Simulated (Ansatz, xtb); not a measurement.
# Isomers of C3H5NOSi in order of energy

3 gas-phase structures of C3H5NOSi, from a drawn sample of its isomers (lower ones may exist). Each was relaxed with GFN2-xTB:

A. `N#C[C@@H]1O[C@H]1[SiH3]`, a singlet
B. `N#C[C@@]1([SiH3])CO1`, a singlet
C. `N#C[C@@H]1O[C@@H]1[SiH3]`, a singlet

Q: Make a reasoned guess at their ranking by r2SCAN-D4/def2-SVP single-point energy.

A: Calculated order at r2SCAN-D4/def2-SVP: B (0.0), A (5.0), C (7.0) kJ/mol. Less than 1 kcal/mol parts A and C, so the order within that pair means little.

Energies above the lowest of each column, in kJ/mol; the last columns are at B3LYP/def2-SVP geometries:

| structure | GFN2-xTB | HF/STO-3G | r2SCAN-D4/def2-SVP | B3LYP/def2-SVP | CCSD(T)/def2-SVP + ΔMP2/def2-TZVPP |
| --- | --- | --- | --- | --- | --- |
| B | 0.0 | 0.0 | 0.0 | 0.0 | 0.0 |
| A | 8.8 | 0.6 | 5.0 | 2.1 | 4.9 |
| C | 9.5 | 2.7 | 7.0 | 5.1 | 6.7 |

Every level run on B puts it lowest or level with the lowest. ΔMP2 is the change of the MP2 energy from the smaller to the larger basis.

Programs: Ansatz 0.2.0, xtb 6.7.1.
